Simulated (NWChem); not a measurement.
System: TiNH2SCl; SMILES [NH2][Ti](=[S])[Cl]

The following NWChem deck was run.

```
start job
memory heap 200 mb stack 900 mb global 1100 mb
geometry units angstroms noautoz
  Ti     0.206352     0.052827    -0.042682
  S     -0.968986     1.730709     0.015502
  Cl    -0.626377    -2.011963    -0.029238
  N      1.945114     0.434339     0.455774
  H      2.656838    -0.280120     0.612594
  H      2.316509     1.350860     0.696088
end
basis spherical
  Ti library sto-3g
  S library sto-3g
  Cl library sto-3g
  N library sto-3g
  H library sto-3g
end
dft
  xc hfexch
  iterations 150
  mulliken
end
task dft energy
```

NWChem printed, in part:

```
             Northwest Computational Chemistry Package (NWChem) 7.3.0
             --------------------------------------------------------

 C1  symmetry detected

                             Geometry "geometry" -> ""
                             -------------------------

 Output coordinates in angstroms (scale by  1.889725989 to convert to a.u.)

  No.       Tag          Charge          X              Y              Z
 ---- ---------------- ---------- -------------- -------------- --------------
    1 Ti                  22.0000     0.23425201     0.07921979    -0.13146692
    2 S                   16.0000    -0.99234661     1.71056244     0.05365416
    3 Cl                  17.0000    -0.49806706    -2.01538140     0.05110005
    4 N                    7.0000     2.00804023     0.54369449     0.10356857
    5 H                    1.0000     2.76503950    -0.13715949     0.17417447
    6 H                    1.0000     2.36982042     1.48094739     0.26595051

 Effective nuclear repulsion energy (a.u.)     323.6925677726

  xc_inp: hfexch multiplicative factor not found.

                                 NWChem DFT Module
                                 -----------------

 Summary of "ao basis" -> "ao basis" (spherical)
 ------------------------------------------------------------------------------
       Tag                 Description            Shells   Functions and Types
 ---------------- ------------------------------  ------  ---------------------
 Ti                          sto-3g                  8       18   4s3p1d
 S                           sto-3g                  5        9   3s2p
 Cl                          sto-3g                  5        9   3s2p
 N                           sto-3g                  3        5   2s1p
 H                           sto-3g                  1        1   1s

            General Information
            -------------------
          SCF calculation type: DFT
          Wavefunction type:  closed shell.
          No. of atoms     :     6
          No. of electrons :    64
           Alpha electrons :    32
            Beta electrons :    32
          Charge           :     0
          Spin multiplicity:     1
          Use of symmetry is: off; symmetry adaption is: off
          Maximum number of iterations: 150
          AO basis - number of functions:    43
                     number of shells:    23
          Convergence on energy requested:  1.00D-06
          Convergence on density requested:  1.00D-05
          Convergence on gradient requested:  5.00D-04

              XC Information
              --------------
                     Hartree-Fock (Exact) Exchange  1.000

      Superposition of Atomic Density Guess
      -------------------------------------

 Sum of atomic energies:       -1741.75455829

      Non-variational initial energy
      ------------------------------

 Total energy =   -1741.845038
 1-e energy   =   -3047.688609
 2-e energy   =     982.151004
 HOMO         =      -0.154913
 LUMO         =       0.149782

     ---------------------------------------------
      Total Density - Mulliken Population Analysis
     ---------------------------------------------

    Atom       Charge   Shell Charges
 -----------   ------   -------------------------------------------------------
    1 Ti  22    20.01   2.00  2.00  5.99  2.02  5.86  0.64  0.70  0.80
    2 S   16    16.97   2.00  2.00  5.98  1.92  5.07
    3 Cl  17    17.65   2.00  2.00  5.99  1.98  5.67
    4 N    7     7.90   2.00  1.63  4.27
    5 H    1     0.74   0.74
    6 H    1     0.74   0.74

   convergence    iter        energy       DeltaE   RMS-Dens  Diis-err
 ---------------- ----- ----------------- --------- --------- ---------
 d= 0,ls=0.0,diis     1  -1742.3672468817 -2.07D+03  6.05D-02  1.19D+00
 d= 0,ls=0.0,diis     2  -1742.3051581757  6.21D-02  3.12D-02  2.08D+00
 d= 0,ls=0.0,diis     3  -1742.6393768252 -3.34D-01  2.92D-03  4.79D-03
 d= 0,ls=0.0,diis     4  -1742.6409571012 -1.58D-03  1.36D-03  7.55D-04
 d= 0,ls=0.0,diis     5  -1742.6412811804 -3.24D-04  8.88D-04  1.02D-04
  Resetting Diis
 d= 0,ls=0.0,diis     6  -1742.6413739695 -9.28D-05  4.07D-04  1.66D-05
 d= 0,ls=0.0,diis     7  -1742.6413882228 -1.43D-05  4.76D-05  1.01D-06
 d= 0,ls=0.0,diis     8  -1742.6413888242 -6.01D-07  3.33D-05  3.41D-07
 d= 0,ls=0.0,diis     9  -1742.6413890615 -2.37D-07  3.38D-05  1.98D-07
 d= 0,ls=0.0,diis    10  -1742.6413891867 -1.25D-07  1.11D-05  9.78D-09
 d= 0,ls=0.0,diis    11  -1742.6413891974 -1.07D-08  2.55D-06  6.70D-10

         Total DFT energy =    -1742.641389197395
      One electron energy =    -3046.802359141446
           Coulomb energy =     1081.552408463232
    Exchange-Corr. energy =     -101.084006291777
 Nuclear repulsion energy =      323.692567772596

 Numeric. integr. density =        0.000000000000

                       DFT Final Molecular Orbital Analysis
                       ------------------------------------

 Vector   30  Occ=2.000000D+00  E=-2.811642D-01
              MO Center= -8.7D-01,  1.5D+00,  3.0D-02, r^2= 1.8D+00
   Bfn.  Coefficient  Atom+Function         Bfn.  Coefficient  Atom+Function
  ----- ------------  ---------------      ----- ------------  ---------------
    26      0.591751  2 S  py                24      0.430773  2 S  s
    25     -0.405925  2 S  px                10     -0.346961  1 Ti s
    14      0.280754  1 Ti d -2              22     -0.201462  2 S  py
    12     -0.190594  1 Ti py                 6      0.177219  1 Ti s
     8      0.162968  1 Ti py                11      0.158115  1 Ti px

[...]
```

Level: Hartree-Fock/STO-3G. The geometry was optimised at PBE0/def2-SVP.
